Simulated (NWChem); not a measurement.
Program: NWChem. System: H2ISi, charge 0, spin multiplicity 2, at a geometry optimised with UPBE0/def2-SVP with def2 effective core potentials on I. The structure started from a generated list of species. Its SCF solution wasn't tested for a lower state. Level: UHF/def2-TZVP with def2 effective core potentials on I.

The NWChem input:

```
start mol
memory heap 200 mb stack 900 mb global 1100 mb
geometry units angstroms nocenter noautoz
  Si    -0.405039    -1.816884     0.000000
  I      0.100395     0.572037     0.000000
  H      0.174800    -2.440790    -1.229796
  H      0.174800    -2.440790     1.229796
  symmetry group Cs
end
basis spherical
  * library def2-tzvp
end
ecp
  I library def2-ecp
end
scf
  uhf
  nopen 1
  maxiter 100
  thresh 1e-7
  semidirect memsize 60000000 filesize 0
  # guess.movecs holds the orbitals of an unrestricted PBE0 run
  vectors input guess.movecs output mol.movecs
end
task scf energy
```

Part of the output:

```
             Northwest Computational Chemistry Package (NWChem) 7.3.0
             --------------------------------------------------------

                                NWChem Input Module
                                -------------------

 Scaling coordinates for geometry "geometry" by  1.889725989
 (inverse scale =  0.529177249)

 Turning off AUTOSYM since
 SYMMETRY directive was detected!

                             Geometry "geometry" -> ""
                             -------------------------

 Output coordinates in angstroms (scale by  1.889725989 to convert to a.u.)

  No.       Tag          Charge          X              Y              Z
 ---- ---------------- ---------- -------------- -------------- --------------
    1 Si                  14.0000    -0.40503900    -1.81688400     0.00000000
    2 I                   53.0000     0.10039500     0.57203700     0.00000000
    3 H                    1.0000     0.17480000    -2.44079000    -1.22979600
    4 H                    1.0000     0.17480000    -2.44079000     1.22979600

 Effective nuclear repulsion energy (a.u.)     188.1556775514

            Nuclear Dipole moment (a.u.)
            ----------------------------
        X                 Y               Z
 ---------------- ---------------- ----------------
    -0.0000207870     0.0000094486     0.0000000000

      Symmetry information
      --------------------

 Group name             Cs
 Group number              2
 Group order               2
 No. of unique centers     3

      Symmetry unique atoms

     1    2    3


 Summary of "ao basis" -> "" (spherical)
 ------------------------------------------------------------------------------
       Tag                 Description            Shells   Functions and Types
 ---------------- ------------------------------  ------  ---------------------
 *                         def2-tzvp                  on all atoms

 Summary of "ao basis" -> "ao basis" (spherical)
 ------------------------------------------------------------------------------
       Tag                 Description            Shells   Functions and Types
 ---------------- ------------------------------  ------  ---------------------
 Si                        def2-tzvp                13       37   5s5p2d1f
 I                         def2-tzvp                16       50   6s5p3d2f
 H                         def2-tzvp                 4        6   3s1p

                                 NWChem SCF Module
                                 -----------------

  ao basis        = "ao basis"
  functions       =    99
  atoms           =     4
  alpha electrons =    21
  beta  electrons =    20
  charge          =   0.00
  wavefunction    = UHF
  use symmetry    = T
  symmetry adapt  = T

 Summary of "ao basis" -> "ao basis" (spherical)
 ------------------------------------------------------------------------------
       Tag                 Description            Shells   Functions and Types
 ---------------- ------------------------------  ------  ---------------------
 Si                        def2-tzvp                13       37   5s5p2d1f
 I                         def2-tzvp                16       50   6s5p3d2f
 H                         def2-tzvp                 4        6   3s1p

      Symmetry analysis of basis
      --------------------------

        a'         64
        a"         35

 Forming initial guess at       0.1s

   Symmetry analysis of molecular orbitals - initial alpha
   -------------------------------------------------------
[...]
              MO Center=  5.3D-03, -2.1D-01, -3.6D-15, r^2= 3.3D+00
   Bfn.  Coefficient  Atom+Function         Bfn.  Coefficient  Atom+Function
  ----- ------------  ---------------      ----- ------------  ---------------
    54      0.422315  2 I  py                48     -0.352622  2 I  py
    51      0.264160  2 I  py                16     -0.257523  1 Si py
    42      0.151244  2 I  s                 57      0.150347  2 I  py

 Vector   19  Occ=1.000000D+00  E=-3.822164D-01  Symmetry=a'
              MO Center=  6.5D-02,  4.2D-01, -1.7D-15, r^2= 2.2D+00
   Bfn.  Coefficient  Atom+Function         Bfn.  Coefficient  Atom+Function
  ----- ------------  ---------------      ----- ------------  ---------------
    53      0.527155  2 I  px                47     -0.419907  2 I  px
    50      0.323165  2 I  px                56      0.247900  2 I  px
    54     -0.151817  2 I  py

 Vector   20  Occ=1.000000D+00  E=-3.770060D-01  Symmetry=a"
              MO Center=  8.4D-02,  3.5D-01, -9.4D-16, r^2= 2.6D+00
   Bfn.  Coefficient  Atom+Function         Bfn.  Coefficient  Atom+Function
  ----- ------------  ---------------      ----- ------------  ---------------
    55      0.550436  2 I  pz                49     -0.438313  2 I  pz
    52      0.339969  2 I  pz                58      0.265371  2 I  pz

 Vector   21  Occ=0.000000D+00  E= 2.275545D-02  Symmetry=a'
              MO Center= -7.1D-01, -1.6D+00,  7.9D-16, r^2= 4.0D+00
   Bfn.  Coefficient  Atom+Function         Bfn.  Coefficient  Atom+Function
  ----- ------------  ---------------      ----- ------------  ---------------
    18      0.633659  1 Si px                 5     -0.515593  1 Si s
    56     -0.247027  2 I  px                 4     -0.199789  1 Si s
    15      0.184780  1 Si px

 Vector   22  Occ=0.000000D+00  E= 9.403141D-02  Symmetry=a'
              MO Center= -1.6D-01, -9.6D-01,  1.8D-16, r^2= 8.2D+00
   Bfn.  Coefficient  Atom+Function         Bfn.  Coefficient  Atom+Function
  ----- ------------  ---------------      ----- ------------  ---------------
    19      1.177199  1 Si py                43     -1.156102  2 I  s
     5      1.120094  1 Si s                 57      0.998664  2 I  py
    18      0.372305  1 Si px                54      0.225271  2 I  py
    16      0.216915  1 Si py                40      0.196689  2 I  s
    56      0.187447  2 I  px                39     -0.162660  2 I  s

 Vector   23  Occ=0.000000D+00  E= 1.499854D-01  Symmetry=a'
              MO Center= -2.2D-01, -1.8D+00, -3.6D-15, r^2= 6.0D+00
   Bfn.  Coefficient  Atom+Function         Bfn.  Coefficient  Atom+Function
  ----- ------------  ---------------      ----- ------------  ---------------
     5      1.553111  1 Si s                 90     -1.475560  3 H  s
    96     -1.475560  4 H  s                 19     -1.326219  1 Si py
    18      0.796652  1 Si px                43      0.427717  2 I  s
     4      0.318418  1 Si s                 56     -0.230685  2 I  px
     3     -0.175289  1 Si s                 54     -0.158799  2 I  py

 center of mass
 --------------
 x =   0.02120772 y =   0.20284580 z =   0.00000000

 moments of inertia (a.u.)
 ------------------
         525.402653508280         -95.802150556139           0.000000000000
         -95.802150556139          31.993672638991           0.000000000000
           0.000000000000           0.000000000000         535.623793904579

  Mulliken analysis of the total density
  --------------------------------------

    Atom       Charge   Shell Charges
 -----------   ------   -------------------------------------------------------
    1 Si  14    13.78   2.00  0.59  1.39  0.88  0.47  4.12  1.73  0.48  1.40  0.42  0.10  0.18  0.02
    2 I   25    25.20   0.18 -0.77  1.58  1.01  1.08  0.84 -0.49  6.45  1.34  2.89  1.04  9.23  0.76  0.05  0.01  0.00
    3 H    1     1.01   0.23  0.55  0.22  0.01
    4 H    1     1.01   0.23  0.55  0.22  0.01

  Mulliken analysis of the alpha density
  --------------------------------------

    Atom       Charge   Shell Charges
 -----------   ------   -------------------------------------------------------
    1 Si  14     7.33   1.00  0.29  0.69  0.49  0.27  2.07  0.86  0.28  0.91  0.31  0.05  0.09  0.01
    2 I   25    12.63   0.09 -0.38  0.79  0.50  0.54  0.42 -0.25  3.22  0.68  1.47  0.52  4.61  0.38  0.03  0.00  0.00
    3 H    1     0.52   0.12  0.29  0.11  0.01
    4 H    1     0.52   0.12  0.29  0.11  0.01

   Mulliken analysis of the beta density
   -------------------------------------

    Atom       Charge   Shell Charges
 -----------   ------   -------------------------------------------------------
    1 Si  14     6.45   1.00  0.29  0.70  0.38  0.19  2.05  0.87  0.20  0.50  0.12  0.05  0.09  0.01
    2 I   25    12.57   0.09 -0.38  0.79  0.50  0.54  0.42 -0.24  3.22  0.66  1.43  0.52  4.61  0.38  0.03  0.00  0.00
    3 H    1     0.49   0.11  0.27  0.10  0.01
    4 H    1     0.49   0.11  0.27  0.10  0.01

   Mulliken analysis of the spin density
   -------------------------------------

    Atom       Charge   Shell Charges
 -----------   ------   -------------------------------------------------------
    1 Si  14     0.88   0.00  0.00 -0.01  0.11  0.08  0.02 -0.01  0.08  0.41  0.19  0.00  0.01 -0.00
    2 I   25     0.06   0.00 -0.00  0.00 -0.00  0.00 -0.00 -0.00  0.00  0.02  0.04 -0.01 -0.00  0.00  0.00  0.00  0.00
    3 H    1     0.03   0.01  0.02  0.01  0.00
    4 H    1     0.03   0.01  0.02  0.01  0.00

       Multipole analysis of the density wrt the origin
       ------------------------------------------------

     L   x y z        total         alpha         beta         nuclear
     -   - - -        -----         -----         ----         -------
     0   0 0 0      0.000000    -21.000000    -20.000000     41.000000

     1   1 0 0     -0.118462      3.441351      1.752342     -5.312154
     1   0 1 0     -0.503184     16.518404     13.246212    -30.267800
     1   0 0 1     -0.000000     -0.000000     -0.000000      0.000000

     2   2 0 0    -31.622122    -23.788271    -17.153904      9.320054
     2   1 1 0      0.788015    -22.294788    -15.788823     38.871626
     2   1 0 1      0.000000      0.000000      0.000000      0.000000
     2   0 2 0    -28.524842   -139.857370   -125.466584    236.799112
     2   0 1 1      0.000000      0.000000      0.000000      0.000000
     2   0 0 2    -31.641021    -22.031037    -20.411726     10.801742

 Task  times  cpu:        4.6s     wall:        4.6s

 Total times  cpu:        4.6s     wall:        4.6s
```
